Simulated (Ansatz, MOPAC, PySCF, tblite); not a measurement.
Breaking a bond: AlBe (anion, charge -1), lowest triplet found (which spin is the ground state isn't settled by this scan).

- PM7, unrestricted, heats of formation (MOPAC)
- UHF/3-21G = unrestricted Hartree-Fock/3-21G in PySCF
- GFN2-xTB, 300 K electronic temperature (tblite)
- FCI = full CI/aug-cc-pVDZ, frozen core in Ansatz (a quantum-chemistry and plane-wave program)

Energies relative to the lowest point of each curve between 1.88 and 2.71 Å, where full CI is lowest, in kcal/mol; the last columns give the difference from FCI:

```csv
R / Å,PM7,UHF/3-21G,GFN2-xTB,FCI,PM7 − FCI,UHF/3-21G − FCI,GFN2-xTB − FCI
1.57,251.0,93.4,62.2,94.5,156.5,-1.1,-32.2
1.70,171.1,52.3,17.4,55.1,116.0,-2.8,-37.7
1.80,119.6,31.1,3.2,34.5,85.1,-3.3,-31.2
1.88,87.0,19.3,0.0,22.6,64.4,-3.3,-22.6
1.99,53.1,8.6,2.3,11.4,41.7,-2.9,-9.1
2.07,35.1,4.0,6.9,6.2,28.8,-2.2,0.6
2.15,21.6,1.4,12.6,2.9,18.8,-1.5,9.8
2.17,18.9,1.0,14.2,2.3,16.6,-1.3,12.0
2.24,11.0,0.2,19.9,0.7,10.3,-0.6,19.1
2.32,5.0,0.0,26.5,0.0,5.0,0.0,26.5
2.43,0.6,0.6,35.6,0.2,0.4,0.4,35.4
2.57,0.0,1.8,46.5,1.8,-1.8,0.0,44.7
2.71,3.3,2.9,56.5,4.1,-0.9,-1.3,52.3
2.94,13.5,3.9,70.7,8.4,5.0,-4.5,62.2
```

PM7 is furthest from FCI at 1.57 (156.5 kcal/mol, above); its mean absolute difference over the points is 39.4 kcal/mol.

UHF/3-21G is furthest from FCI at 2.94 (-4.5 kcal/mol, below); its mean absolute difference over the points is 1.8 kcal/mol.

GFN2-xTB is furthest from FCI at 2.94 (62.2 kcal/mol, above); its mean absolute difference over the points is 28.3 kcal/mol.

The scan ran from 1.57 to 7.43 Å; beyond the distances shown full CI changes its symmetry label. Where the anion isn't bound against loss of the electron, the finite basis alone holds it. The unrestricted determinant behind UHF/3-21G is spin-contaminated at 1.57 to 2.71 Å (<S²> up to 2.8, against 2.00 for a pure triplet).
